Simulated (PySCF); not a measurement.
Harmonic spectrum computed at B3LYP in the def2-TZVP basis family (core potentials from Rb on, PySCF, no spin–orbit coupling):

| symmetry | ω (cm⁻¹) | IR (km/mol, summed over degenerate members) |
| --- | --- | --- |
| e | 281 | 20.7 |
| a1 | 396 | 57.6 |
| a1 | 816 | 71.7 |
| e | 943 | 371 |

Problem. Which molecule gave it? In each, all ligands are bound to the one heavy central atom.
A. AsF₃ (singlet)
B. AlF₃ (singlet)
C. SiF₃ (doublet)
D. ClF₃ (singlet)

Solution. C. It has C3v symmetry with Si–F 1.588 Å (×3).
